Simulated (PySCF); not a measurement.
NMR data sheet: C₆H₉NO

- Formula: C6H9NO
- SMILES: CCCc1ccno1
- InChI: InChI=1S/C6H9NO/c1-2-3-6-4-5-7-8-6/h4-5H,2-3H2,1H3
- Point group of the computed structure: C1
- Degrees of unsaturation: 3
- Carbon signals: 6
- Proton signals: 5

Mapped SMILES: `[CH3:1][CH2:2][CH2:3][c:4]1[cH:5][cH:6][n:7][o:8]1`. Each H is labelled by its parent atom.

- shielding tensors at PBE0/pcSseg-1 (GIAO)
- GFN2-xTB geometry
- code: PySCF
- no solvent, no relativistic terms, one averaged value for each set of equivalent atoms, one computed conformer

Chemical shifts δ = σref − σ; 1H and 13C against TMS; NH3 for 15N; 17O vs H2O, all at this level.

| carbon | δC, type | δH (multiplicity) | HMBC from (2–3 bonds) | span of the C tensor (ppm) |
| --- | --- | --- | --- | --- |
| C1 | 15.0, CH3 | 0.84 (t) | H(C3), H(C2) | 26 |
| C2 | 29.3, CH2 | 1.68 (m) | H(C3), H(C1) | 22 |
| C3 | 32.4, CH2 | 2.99 (t) | H(C5), H(C2), H(C1) | 29 |
| C4 | 182.7, C | – | H(C6), H(C5), H(C3), H(C2) | 182 |
| C5 | 106.5, CH | 6.18 (m) | H(C6), H(C3) | 154 |
| C6 | 154.5, CH | 8.26 (m) | H(C5) | 206 |

Other nuclei:
```tsv
atoms	nucleus	environment	δ (ppm)	σ (ppm)
N7	15N	pyridine-type nitrogen of an azole	418.7	-151.0
O8	17O	aromatic ring oxygen	416.3	-80.3
```

Carbon types of the structure: 1 × C, 2 × CH, 2 × CH2, 1 × CH3, which accounts for all hydrogens. δC 182.7: substituted aromatic carbon next to the ring oxygen. δC 154.5: aromatic CH next to a ring nitrogen; the adjacent pyridine-type nitrogen withdraws density from it. δC 106.5: aromatic CH. δC 15.0: methyl carbon; saturated and bonded to C and H only. δH 0.84: hydrogen on a methyl carbon; far from electronegative atoms and π systems.

Shifts are as computed. Against solution values, carbons near 30 ppm lie about +3 ppm off and those near 130 ppm about +5 ppm. Of 1211 compounds with measured shifts, 218 miss one by over three times the rms of a fit or turn the order of signals round; such compounds aren't used in these exercises. Unscaled 17O shifts of doubly bonded oxygen tend to come out too high, by tens of ppm or more. Experimental scales use liquid or dissolved standards, which lie at an offset from isolated NH3 (liquid NH3: subtract about 20 ppm) and H2O (liquid H2O: subtract about 36 ppm). Unscaled 15N shifts of sp2 nitrogen come out 20 to 40 ppm too high even then. Multiplicities follow the n + 1 count of equivalent neighbours, as no J values were calculated; m marks all less simple cases, F and P coupling included.
